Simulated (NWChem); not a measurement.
BeHOBr; SMILES [OH][Be][Br]

```xyz
4

Be    -0.0079     1.1588     0.0000
Br     0.0100    -0.8027     0.0000
O     -0.0015     2.5464     0.0000
H     -0.2535     3.4608     0.0000
```
Atoms are numbered in this order, from 1.

Geometry: optimised at PBE0/def2-SVP.

Task: List the 4 lowest vertical singlet excitations from CAM-B3LYP/def2-SVPD, TDA (NWChem).

Result: 
```tsv
state	energy (eV)	oscillator strength	leading excitation (squared amplitude)
S1	7.03	0.043	HOMO → LUMO (0.84)
S2	7.04	0.046	HOMO−1 → LUMO (0.83)
S3	7.75	0.000	HOMO → LUMO+2 (0.54)
S4	7.82	0.000	HOMO−1 → LUMO+2 (0.35)
```
